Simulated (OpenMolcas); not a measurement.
**Sb+: Slater's ratio, thermal populations, worked from levels**

* Program: OpenMolcas 26.06
* Basis: ANO-R3 [8s7p5d3f2g1h]
* Scalar Hamiltonian: X2C, finite nucleus
* Active space: 4 electrons in 4 orbitals (5s 5p)
* State averaging: 2S+1 = 3 even, 3 roots; 2S+1 = 1 even, 6 roots; 2S+1 = 5 odd, 1 root; 2S+1 = 3 odd, 9 roots; 2S+1 = 1 odd, 8 roots
* Spin-orbit coupling: RASSI with atomic mean-field integrals over the reference wave functions, term energies averaged over their components

Methods: CASSCF; SS-CASPT2, IPEA 0.25 Eh, imaginary shift 0.1 Eh (closed shells correlated: 4d). Measured levels: NIST Handbook of Basic Atomic Spectroscopic Data.

**Slater's ratio.** With one set of orbitals, p2 has 1D - 3P = 6 F2 and 1S - 1D = 9 F2 (F2 = F²/25), a ratio of 3/2. Term energies are centres of gravity, weighted by 2J + 1.

| Source | 1D - 3P | 1S - 3P | F2 from the first | Ratio |
| --- | --- | --- | --- | --- |
| CASSCF | 10626 | 19640 | 1771 | 0.848 |
| SS-CASPT2 | 8076 | 19955 | 1346 | 1.471 |
| measured | 8628 | 19744 | 1438 | 1.288 |

Energies in cm-1. A ratio away from 3/2 shows effects beyond one configuration with one set of orbitals, and in heavier atoms second-order spin-orbit shifts. In CASSCF the valence s occupation is 1.91 in 1S against 1.98 in 1D: mixing out of s² acts most on 1S and pulls it down.

**Thermal populations.** Z = Σ (2J + 1) exp(-E/kT) with k = 0.695035 cm-1/K, over the levels below. No other level of either list lies under 69100 cm-1, which is above 7 kT at each temperature.

```tsv
Level	2J + 1	SS-CASPT2	measured
5s2 5p2 3P0	1	0.0	0.0
5s2 5p2 3P1	3	2640	3055
5s2 5p2 3P2	5	5010	5658
5s2 5p2 1D2	5	11740	12790
5s2 5p2 1S0	1	23620	23906
5s 5p3 5S* 2	5	50390	51723
5s 5p3 3D* 2	5	66160	66502
5s 5p3 3D* 1	3	66160	66292
5s 5p3 3D* 3	7	66800	67888
```

```
T (K)  Z, SS-CASPT2  Z, measured levels  Ground level (%), SS-CASPT2  Ground level (%), measured levels
 5000         3.758               3.354                         26.6                               29.8
 8000         5.517               5.054                         18.1                               19.8
12000         7.228               6.768                         13.8                               14.8
```

At 12000 K, kT = 8340 cm-1, and the computed levels give Z = 1.000 + 2.186 + 2.742 + 1.224 + 0.059 + 0.012 + 0.002 + 0.001 + 0.002 = 7.228.

Term energies are means over components that CASPT2 splits; among the terms shown or strongly mixed into the levels shown the widest spread is 440 cm-1 (5s 5p3 3D*, SS-CASPT2). Over all roots computed the reference weight is 0.83 to 0.93 in SS-CASPT2; the roots of lowest weight are the least certain, and an intruder state may touch them. Terms of s pⁿ other than that of highest spin mix with s² pⁿ⁻² d, which this space lacks; all of them can be thousands of cm-1 off, and some have no real level of that name. Measured partners are found by configuration, term and J. A level has none where our copy of the source lacks it or the pairing is in doubt (some pairs that miss far off the trend of their configuration count as doubtful), and it then counts in no deviation. Levels of configurations outside the active space are missing.

* marks odd parity.
